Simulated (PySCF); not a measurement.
All values below come from PBE-D3(BJ)/def2-TZVP // PBE0-D3(BJ)/def2-TZVP run with PySCF. All species are isolated molecules in the gas phase. One relaxed conformer stands for a flexible species; it need not be the lowest. 

Reference species (SMILES): `C[SiH2]B` (neutral, multiplicity 1).

The LUMO is -3.31 eV and the HOMO is -6.87 eV.

Changed species: `[SiH3]BC`.

What does the change do to the LUMO and HOMO?

the LUMO increases by 0.51 eV, to -2.80 eV; the HOMO rises by 0.17 eV, to -6.70 eV.
